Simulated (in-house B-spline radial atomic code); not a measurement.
A run on Tc- that did not converge. Method: scalar-relativistic (X2C) r2SCAN0, spin-polarised, spherical fractional occupations, exact exchange averaged over the configuration, Fermi nucleus of rms radius 4.41117 fm; computed with a B-spline radial code for spherical atoms.

Command:
```bash
python run_scf.py task.json out
```
Settings (nuclear radius in fm, mass in u):
```
Z                43
configuration    [Kr] 4d6 5s2
hamiltonian      x2c
method           r2scan0
spin_polarised   True
nucleus          fermi
rms_radius       4.41117
atomic_mass      96.90636
speed_of_light   137.035999084
exact_exchange   averaged over the configuration
```

First and last ten iterations of the last attempt (damped for 15 steps, keeping 80 % of the old Fock matrix, then DIIS):
```
 iter        energy (Eh)    residual
    1       -4285.295183    9.39e-02
    2       -4284.889483    4.57e-02
    3       -4285.311387    8.17e-03
    4       -4285.253263    2.55e-02
    5       -4285.295981    1.49e-02
    6       -4285.312852    7.58e-03
    7       -4285.255725    2.45e-02
    8       -4285.296959    1.50e-02
    9       -4285.271491    2.07e-02
   10       -4285.290986    1.71e-02
  111       -4285.279097    1.80e-02
  112       -4285.299595    1.37e-02
  113       -4285.307999    1.09e-02
  114       -4285.302628    1.26e-02
  115       -4285.239583    2.54e-02
  116       -4285.247271    2.42e-02
  117       -4285.262128    2.16e-02
  118       -4285.268582    2.03e-02
  119       -4285.253145    2.32e-02
  120       -4285.252035    2.34e-02
 not converged after 120 iterations
```

The smallest residual met was 7.6e-03; the threshold is about 4e-07. No energy from this run should be used. Time taken, with all properties: 6 s on 1 thread of Intel(R) Xeon(R) Platinum 8488C, on a shared host.
